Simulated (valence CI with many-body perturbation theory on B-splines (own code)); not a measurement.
# Energy levels of Hf

Level of theory: relativistic CI+MBPT: four valence electrons over a frozen Dirac-Fock core [Xe] 4f14, radial functions for each j: 9 s, 9 p, 10 d, 8 f, 5 g, 3 h, 1 i, with the one-electron correlation potential Σ1 (screened to all orders), the two-electron term Σ2, the three-electron term Σ3, Breit, model QED; selected single and double excitations, second order for the rest, scaled by the run's own slope (own B-spline code, finite nucleus).

Set against measurement, 22 paired levels are off by 299 cm⁻¹ on average, the worst by 855. These come from a selection out of the NIST Handbook of Basic Atomic Spectroscopic Data. Levels without a partner in it may be off by more, other configurations by 1,000 to 4,000 cm⁻¹. Among the levels kept, up to 500 cm⁻¹ of a level comes from second order outside the variational space, and about a tenth of that is noise between levels of different J, which matters for small intervals.

Levels 1 to 45 of 68, with energies above the lowest level, 5d2.6s2 3F_2. "Leading %" is the weight of the configuration and term that name the level; weights of strongly mixed levels are sums over their largest components and can fall short. Lifetimes count E1, E2, E3, M1 and M2 decay at the calculated energies, and are blank where another channel may lead or the interval is too uncertain; long ones can be off by a factor of two.

```csv
No.,Configuration,Term,J,E (cm⁻¹),Leading %,Second component,g,Lifetime
1,5d2.6s2,3F,2,0.0,83,7 % 5d2.6s2 1D,0.694,
2,5d2.6s2,3F,3,2305,90,,1.083,3.44 s
3,5d2.6s2,3F,4,4496,86,,1.242,4.86 s
4,5d2.6s2,3P,0,5512,76,13 % 5d3.6s 3P,,297 s
5,5d2.6s2,1D,2,5683,44,31 % 5d2.6s2 3P,1.181,2.69 s
6,5d2.6s2,3P,1,6515,77,14 % 5d3.6s 3P,1.501,21.7 s
7,5d2.6s2,3P,2,8936,45,32 % 5d2.6s2 1D,1.292,1.41 s
8,5d2.6s2,1G,4,10625,80,7 % 5d3.6s 1G,1.009,1.46 s
9,5d.6s2.6p,3F°,2,10972,39,25 % 5d.6s2.6p 1D°,0.803,11.6 μs
10,5d3.6s,5F,1,12936,90,,0.021,47.9 ms
11,5d3.6s,5F,2,13572,91,,1.004,15.4 ms
12,5d.6s2.6p,3D°,1,14458,62,18 % 5d2.6s.6p 3D°,0.537,487 ns
13,5d3.6s,5F,3,14481,93,,1.249,171 ms
14,5d.6s2.6p,1D°,2,14796,36,16 % 5d.6s2.6p 3F°,0.889,3.31 μs
15,5d.6s2.6p,3F°,3,14862,52,25 % 5d2.6s.6p 3F°,1.084,7.98 μs
16,5d3.6s,5F,4,15559,93,,1.344,1.86 s
17,5d.6s2.6p,3D°,2,16537,59,17 % 5d2.6s.6p 3D°,1.164,443 ns
18,5d3.6s,5F,5,16686,90,5 % 5d3.6s 3G,1.389,10.8 s
19,5d2.6s.6p,5G°,2,17807,80,12 % 5d.6s2.6p 3F°,0.416,1.19 μs
20,5d.6s2.6p,3F°,4,18466,49,27 % 5d2.6s.6p 3F°,1.239,8.61 μs
21,5d.6s2.6p,3P°,1,18631,60,20 % 5d2.6s.6p 3P°,1.433,228 ns
22,5d.6s2.6p,3D°,3,18633,40,31 % 5d2.6s.6p 5G°,1.187,442 ns
23,5d.6s2.6p,3P°,0,18774,67,21 % 5d2.6s.6p 3P°,,236 ns
24,5d2.6s.6p,5G°,3,19148,55,17 % 5d.6s2.6p 3D°,1.053,477 ns
25,5d3.6s,5P,1,19820,85,,2.425,623 μs
26,5d3.6s,5P,2,19985,76,5 % 5d3.6s 3P,1.753,191 μs
27,5d.6s2.6p,3P°,2,20139,48,23 % 5d2.6s.6p 3P°,1.413,309 ns
28,5d2.6s.6p,5G°,4,20672,80,10 % 5d.6s2.6p 3F°,1.169,2.26 μs
29,5d2.6s2,1S,0,20908,74,5 % 5d3.6s 3P,,170 μs
30,5d3.6s,5P,3,21189,86,,1.642,1.10 ms
31,5d2.6s.6p,5F°,1,21376,89,,0.045,279 ns
32,5d3.6s,3G,3,21866,78,8 % 5d3.6s 3F,0.801,29.2 μs
33,5d2.6s.6p,5F°,2,22079,87,,1.010,318 ns
34,5d3.6s,3F,2,22195,62,12 % 5d3.6s 3D,0.835,35.8 μs
35,5d3.6s,3G,4,22248,70,14 % 5d3.6s 3H,1.023,245 μs
36,5d2.6s.6p,5G°,5,22492,93,,1.269,3.12 μs
37,5d3.6s,3D,1,22829,64,5 % 5d3.6s 1P,0.668,11.9 μs
38,5d3.6s,3G,5,23068,60,24 % 5d3.6s 3H,1.160,2.79 ms
39,5d2.6s.6p,5F°,3,23069,87,,1.242,337 ns
40,5d.6s2.6p,1F°,3,24049,62,13 % 5d2.6s.6p 1F°,1.039,86.5 ns
41,5d3.6s,3D,2,24133,51,20 % 5d3.6s 3F,1.117,23.0 μs
42,5d3.6s,3F,3,24134,56,19 % 5d3.6s 3D,1.118,29.1 μs
43,5d2.6s.6p,5F°,4,24343,85,5 % 5d2.6s.6p 3G°,1.331,344 ns
44,5d2.6s.6p,5D°,0,24586,88,,,141 ns
45,5d3.6s,3H,4,24705,65,13 % 5d3.6s 3G,0.867,57.0 μs
```

Names give the largest LS component (configuration and term), which can be under half, so a name can repeat, a term be missing and a line seem to break the LS rules; names also repeat where a configuration has a term twice.

The ionisation energy to 5d.6s2 2D_3/2 of the next ion comes out as 6.8932 eV (NIST: 6.82507 eV (measured), further off than twice its uncertainty). All 68 levels together are meant to be complete up to 28603 cm⁻¹.
